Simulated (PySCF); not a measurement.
Aluminum monoiodide, AlI (singlet state).
Cartesian coordinates in Å at the PBE0-D3(BJ)/def2-SVP level; atoms count from 1:
```xyz
2
AlI angstrom
Al    -0.1112    1.2465   -0.1552
I      0.1286   -1.2756    0.1430
```

Method: PBE0-D3(BJ)/def2-SVP geometry optimisation, gas phase, def2 core potentials past Kr in PySCF 2.14.0.

Take the most abundant isotopes and a rigid rotor. 

Question: What are the moment of inertia and the rotational constant?

Answer: I = 144.792 u·Å², B = 505379 MHz·u·Å²/I = 3490 MHz (0.1164 cm⁻¹, or 0.168 K as hB/k). For two atoms I = μr² with μ = 22.2507 u and r = 2.5509 Å.

Question: List the first levels of a rigid rotor in a Σ state.

Answer: E(J) = BJ(J+1): J = 1: 0.233, J = 2: 0.699, J = 3: 1.397, J = 4: 2.329, J = 5: 3.493, J = 6: 4.890 cm⁻¹.

Question: Where do the first rotational lines fall?

Answer: The dipole is 1.78 D; J+1 ← J lies at 2B(J+1): 1 ← 0 at 6.98 GHz, 2 ← 1 at 13.96 GHz, 3 ← 2 at 20.94 GHz, 4 ← 3 at 27.92 GHz, 5 ← 4 at 34.90 GHz, 6 ← 5 at 41.88 GHz.

Question: Estimate the classical rotational partition function at 10 K, 25 K and 500 K.

Answer: Point group C∞v, symmetry number σ = 1; q = kT/(σhB), k/h = 20836.6 MHz/K: 59.7 at 10 K, 149 at 25 K, 2980 at 500 K.

Stationary, but not proved a minimum. These are rigid-rotor constants of the computed structure; measured ground-state constants (B0) also hold zero-point vibration.
